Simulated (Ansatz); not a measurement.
System: C$_{6}$H$_{12}$, charge 0, multiplicity 1. 
Structure (B3LYP-D3(BJ)/def2-TZVP (Ansatz, a first-principles code) minimum search):
SMILES: C/C=C(\C)CC
```xyz
18

C      2.5502    -0.1771    -0.0255
C      1.1385    -0.6427    -0.2035
C      0.0217     0.0875    -0.2338
C     -0.0183     1.5844    -0.0976
C     -1.3205    -0.5801    -0.4097
C     -2.2463    -0.4397     0.8042
H      2.9950    -0.6248     0.8686
H      3.1716    -0.4886    -0.8706
H      2.6355     0.9038     0.0707
H      1.0275    -1.7183    -0.3188
H     -0.6057     2.0243    -0.9093
H      0.9697     2.0385    -0.1149
H     -0.5032     1.8830     0.8358
H     -1.8222    -0.1511    -1.2853
H     -1.1681    -1.6399    -0.6246
H     -2.4876     0.6042     1.0104
H     -1.7772    -0.8581     1.6971
H     -3.1869    -0.9675     0.6363
```

Basis-set convergence of Hartree-Fock and CCSD(T) correlation energies (hartree) with Ansatz. Cores are frozen in the correlated levels unless marked. No spin-orbit coupling. Non-relativistic.

| basis | functions | E(HF) | E(corr, CCSD(T)) |
|---|---|---|---|
| aug-cc-pVDZ | 246 | -234.20430 | -0.99463 |
| aug-cc-pVTZ | 552 | ___ | ___ |

Problem. Complete the blanks.

Solution. 
- aug-cc-pVTZ, E(HF): -234.26301
- aug-cc-pVTZ, E(corr, CCSD(T)): -1.16055
